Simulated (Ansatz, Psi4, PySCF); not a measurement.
boric acid (H3BO3), singlet, at a GFN2-xTB geometry. Base run: CCSD(T)/STO-3G in PySCF.

The PySCF input:
```python
from pyscf import gto, scf, cc

mol = gto.Mole()
mol.atom = '''
    O    -1.14257544   -0.76938954   -0.03182750
    B    -0.00770897   -0.03931797   -0.00346985
    O    -0.11414081    1.32224772    0.13027114
    O     1.17041255   -0.70476858   -0.10979414
    H    -1.93446708   -0.23864193    0.04760011
    H     0.69661442    1.82756308    0.14897985
    H     1.96682712   -0.17704808   -0.08842676
'''
mol.basis = 'sto-3g'
mol.verbose = 3
mol.build()

mf = scf.RHF(mol)
mf.kernel()

mycc = cc.CCSD(mf)
mycc.kernel()
et = mycc.ccsd_t()
print('E(CCSD(T)) = %.10f' % (mycc.e_tot + et))
```

The same geometry, method and basis name were run in Ansatz (a program for electronic structure) and Psi4 and PySCF, at each program's defaults and at the settings that a row names. The base is PySCF at its defaults. Differences at the defaults can come from grids, fitting, cores and function types together.

```tsv
code and settings	ΔE vs base (mEh)	basis functions	E (Eh)	SCF cycles
PySCF, defaults (exact integrals, spherical functions, all electrons correlated)	0.000	23	-247.96377	8
Psi4, defaults (exact integrals, spherical functions, all electrons correlated)	0.000	23	-247.96377	11
Ansatz, defaults (factorised integrals, spherical functions, frozen core)	0.844	23	-247.96292	-
PySCF, frozen core	0.837	23	-247.96293	8
Psi4, exact integrals, spherical functions, frozen core	0.837	23	-247.96293	11
Ansatz, high accuracy, frozen core	0.837	23	-247.96293	-
```
